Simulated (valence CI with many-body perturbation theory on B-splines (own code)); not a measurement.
## Energy levels of Bi⁷⁶⁺

Method: relativistic CI+MBPT: five valence electrons over a frozen Dirac-Fock core [He], a basis of 11 s, 11 p, 10 d, 8 f, 5 g, 2 h functions for each j, with the one-electron correlation potential Σ1 (screened to all orders), the two-electron term Σ2, the three-electron term Σ3, Breit, model QED; selected single and double excitations, second order for the rest, scaled by the run's own slope (own B-spline code, finite nucleus).

No measured spectrum was set against this ion. As an estimate, large intervals hold to a few tenths of a per cent, small ones and those within an open d or f shell to about a per cent. Among the levels kept, up to 7700 cm⁻¹ of a level comes from second order outside the variational space, and about a tenth of that is noise between levels of different J, which matters for small intervals.

Levels 91 to 135 of 202, with energies above the lowest level, (2s^2 2p1/2^2 2p3/2) J=3/2. "Leading %" is the weight of the configuration and term that name the level; weights of strongly mixed levels are sums over their largest components and can fall short. In the jj column 3d3/2^4 stands for four electrons in 3d with j = 3/2. Lifetimes count E1, E2, E3, M1 and M2 decay at the calculated energies, and are blank where another channel may lead or the interval is too uncertain; long ones can be off by a factor of two.

```
No.  Configuration  Term    J  E (Ry)  Leading %  Lifetime      g     Second component                      Leading jj
 91     2s2 2p2 4d    2D  5/2  1189.3         37    943 as  1.190   18 % 2s2 2p2 4d 4D      2s^2 2p1/2^2 4d5/2 (100 %)
 92     2s2 2p2 4f   2F°  5/2  1190.8         42   1.91 fs  0.846  29 % 2s2 2p2 4f 4G°      2s^2 2p1/2^2 4f5/2 (100 %)
 93     2s2 2p2 4f   2F°  7/2  1193.3         38   1.97 fs  1.133  17 % 2s2 2p2 4f 2G°      2s^2 2p1/2^2 4f7/2 (100 %)
 94      2s 2p3 3s   6S°  5/2  1193.4         50   7.68 fs  1.632   41 % 2s 2p3 3s 4D°      2s 2p1/2 2p3/2^2 3s (99 %)
 95      2s 2p3 3s   4S°  3/2  1196.0         49   1.99 fs  1.464   30 % 2s 2p3 3s 4D°      2s 2p1/2 2p3/2^2 3s (99 %)
 96      2s 2p3 3s   4D°  7/2  1196.7        100   5.99 fs  1.381                          2s 2p1/2 2p3/2^2 3s (100 %)
 97      2s 2p3 3s   2D°  5/2  1199.2         76   2.12 fs  1.193   22 % 2s 2p3 3s 4D°     2s 2p1/2 2p3/2^2 3s (100 %)
 98      2s 2p3 3p    6P  3/2  1202.9         41   3.12 fs  1.722    20 % 2s 2p3 3p 4D  2s 2p1/2 2p3/2^2 3p1/2 (100 %)
 99      2s 2p3 3s   4P°  1/2  1203.3         84   3.43 fs  2.329   15 % 2s 2p3 3s 2P°     2s 2p1/2 2p3/2^2 3s (100 %)
100      2s 2p3 3p    4F  5/2  1203.9         29   1.67 fs  1.326    22 % 2s 2p3 3p 4P  2s 2p1/2 2p3/2^2 3p1/2 (100 %)
101      2s 2p3 3s   2S°  1/2  1205.4         55   1.70 fs  1.070   44 % 2s 2p3 3s 4D°     2s 2p1/2 2p3/2^2 3s (100 %)
102      2s 2p3 3s   2D°  3/2  1205.6         28   2.87 fs  1.408   26 % 2s 2p3 3s 4S°     2s 2p1/2 2p3/2^2 3s (100 %)
103      2s 2p3 3s   2D°  3/2  1205.8         38   2.36 fs  1.268   28 % 2s 2p3 3s 4P°     2s 2p1/2 2p3/2^2 3s (100 %)
104      2s 2p3 3s   2D°  3/2  1206.1         47   3.50 fs  1.184   24 % 2s 2p3 3s 4S°     2s 2p1/2 2p3/2^2 3s (100 %)
105      2s 2p3 3p    2F  7/2  1206.4         44   1.23 fs  1.191    33 % 2s 2p3 3p 4F  2s 2p1/2 2p3/2^2 3p1/2 (100 %)
106      2s 2p3 3s   2D°  5/2  1206.5         85   5.03 fs  1.204   11 % 2s 2p3 3s 4D°     2s 2p1/2 2p3/2^2 3s (100 %)
107      2s 2p3 3s   2P°  1/2  1208.4         95   3.81 fs  0.680    4 % 2s 2p3 3s 4P°     2s 2p1/2 2p3/2^2 3s (100 %)
108      2s 2p3 3p    4P  5/2  1209.9         51   1.97 fs  1.407    26 % 2s 2p3 3p 2D  2s 2p1/2 2p3/2^2 3p1/2 (100 %)
109      2s 2p3 3p    4D  1/2  1212.6         71   2.81 fs  0.260    22 % 2s 2p3 3p 2P  2s 2p1/2 2p3/2^2 3p1/2 (100 %)
110      2s 2p3 3p    4P  1/2  1214.1         52   1.14 fs  1.522    26 % 2s 2p3 3p 2P  2s 2p1/2 2p3/2^2 3p1/2 (100 %)
111      2s 2p3 3p    2P  3/2  1214.3         29   1.29 fs  1.027    27 % 2s 2p3 3p 4F  2s 2p1/2 2p3/2^2 3p1/2 (100 %)
112      2s 2p3 3p    2F  5/2  1214.7         62   1.89 fs  0.959    17 % 2s 2p3 3p 2D  2s 2p1/2 2p3/2^2 3p1/2 (100 %)
113      2s 2p3 3p    4D  3/2  1215.0         36   1.20 fs  1.064    36 % 2s 2p3 3p 2D  2s 2p1/2 2p3/2^2 3p1/2 (100 %)
114      2s 2p3 3p    2P  3/2  1218.9         40   1.67 fs  1.162    24 % 2s 2p3 3p 2D   2s 2p1/2 2p3/2^2 3p1/2 (99 %)
115      2s 2p3 3p    4P  1/2  1219.1         42   2.21 fs  1.860    33 % 2s 2p3 3p 2S  2s 2p1/2 2p3/2^2 3p1/2 (100 %)
116     2s2 2p2 3p   4D°  7/2  1233.3         65   64.8 fs  1.296  34 % 2s2 2p2 3p 2F°       2s^2 2p3/2^2 3p3/2 (99 %)
117     2s2 2p2 3p   2D°  5/2  1233.4         52   59.1 fs  1.294  38 % 2s2 2p2 3p 4P°       2s^2 2p3/2^2 3p3/2 (99 %)
118     2s2 2p2 3p   2P°  1/2  1233.4         53   53.4 fs  1.246  35 % 2s2 2p2 3p 2S°       2s^2 2p3/2^2 3p3/2 (99 %)
119         2p4 3s    4P  5/2  1235.1         66   7.36 fs  1.428       32 % 2p4 3s 2D       2p1/2^2 2p3/2^2 3s (98 %)
120         2p4 3s    2P  3/2  1236.1         55   2.06 fs  1.157       32 % 2p4 3s 2D       2p1/2^2 2p3/2^2 3s (98 %)
121     2s2 2p2 3p   2P°  3/2  1237.8         61   49.8 fs  1.293  14 % 2s2 2p2 3p 2D°       2s^2 2p3/2^2 3p3/2 (99 %)
122     2s2 2p2 3p   2P°  3/2  1240.1         61   60.1 fs  1.308  14 % 2s2 2p2 3p 2D°       2s^2 2p3/2^2 3p3/2 (99 %)
123         2p4 3s    2S  1/2  1241.2         64   3.58 fs  1.973       23 % 2p4 3s 4P       2p1/2^2 2p3/2^2 3s (98 %)
124     2s2 2p2 3d    2D  3/2  1243.4         29    411 as  1.162   26 % 2s2 2p2 3d 4P       2s^2 2p3/2^2 3d3/2 (99 %)
125     2s2 2p2 3d    2F  7/2  1243.5         38    425 as  1.071   30 % 2s2 2p2 3d 2G       2s^2 2p3/2^2 3d3/2 (99 %)
126     2s2 2p2 3d    4D  5/2  1243.6         28    397 as  1.121   24 % 2s2 2p2 3d 2F       2s^2 2p3/2^2 3d3/2 (98 %)
127     2s2 2p2 3d    4P  1/2  1243.9         50    330 as  1.690   23 % 2s2 2p2 3d 2P       2s^2 2p3/2^2 3d3/2 (98 %)
128         2p4 3p   4P°  3/2  1244.3         30    705 as  1.426      18 % 2p4 3p 4S°    2p1/2^2 2p3/2^2 3p1/2 (98 %)
129         2p4 3p   2D°  5/2  1244.4         36    713 as  1.163      26 % 2p4 3p 4D°    2p1/2^2 2p3/2^2 3p1/2 (99 %)
130     2s2 2p2 3d    2D  3/2  1249.1         69    420 as  0.804   13 % 2s2 2p2 3d 4F       2s^2 2p3/2^2 3d3/2 (98 %)
131         2p4 3p   2P°  1/2  1250.0         72    711 as  0.638      19 % 2p4 3p 4D°    2p1/2^2 2p3/2^2 3p1/2 (98 %)
132      2s 2p3 3p    6P  7/2  1254.3         24   24.2 fs  1.319   21 % 2s2 2p2 3d 4D       2s^2 2p3/2^2 3d5/2 (53 %)
133     2s2 2p2 3d    4F  9/2  1254.5         61    687 fs  1.230   32 % 2s2 2p2 3d 2G       2s^2 2p3/2^2 3d5/2 (94 %)
134      2s 2p3 3p    6P  7/2  1255.0         27   46.9 fs  1.351    17 % 2s 2p3 3p 4F   2s 2p1/2 2p3/2^2 3p3/2 (56 %)
135      2s 2p3 3p    4P  5/2  1255.0         33   2.72 fs  1.476    26 % 2s 2p3 3p 4D   2s 2p1/2 2p3/2^2 3p3/2 (99 %)
```

Where two levels of one J and parity lie close, their mixing, g and order are uncertain.
